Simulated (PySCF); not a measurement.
Series CXY, Y = hydroxy, computed as singlets and as triplets. Isolated molecules, 0 K electronic values unless said otherwise. One relaxed conformer stands for each flexible species; it need not be the lowest. Strings in code marks are SMILES.

The HOMO–LUMO gap from two functionals at the same geometries (PBE0-D3(BJ)/def2-TZVP), both in PySCF: PBE-D3(BJ)/def2-TZVP and PBE0-D3(BJ)/def2-TZVP. 

```json
[
 {"species": "X = ethynyl, multiplicity 1 (`C#C[C]O` (lower singlet))", "PBE-D3(BJ)/def2-TZVP (eV)": "1.65", "PBE0-D3(BJ)/def2-TZVP (eV)": "4.02"},
 {"species": "X = mercapto, multiplicity 1 (`O[C]S` (lower singlet; H–O–C–S torsion 0°, O–C–S–H torsion 180°))", "PBE-D3(BJ)/def2-TZVP (eV)": "2.92", "PBE0-D3(BJ)/def2-TZVP (eV)": "5.34"},
 {"species": "X = vinyl, multiplicity 1 (`C=C[C]O` (lower singlet; C–C–C–O torsion -180°, C–C–O–H torsion 0°))", "PBE-D3(BJ)/def2-TZVP (eV)": "1.63", "PBE0-D3(BJ)/def2-TZVP (eV)": "4.03"},
 {"species": "X = H, multiplicity 1 (`[CH]O` (lower singlet; H–C–O–H torsion 0°))", "PBE-D3(BJ)/def2-TZVP (eV)": "2.19", "PBE0-D3(BJ)/def2-TZVP (eV)": "4.90"}
]
```

Over these rows, drawn at random from the members with no instability flagged (it was tested for open shells, ions and some series alone), PBE minus PBE0-D3(BJ): mean -2.48 eV, from -2.71 eV to -2.37 eV.
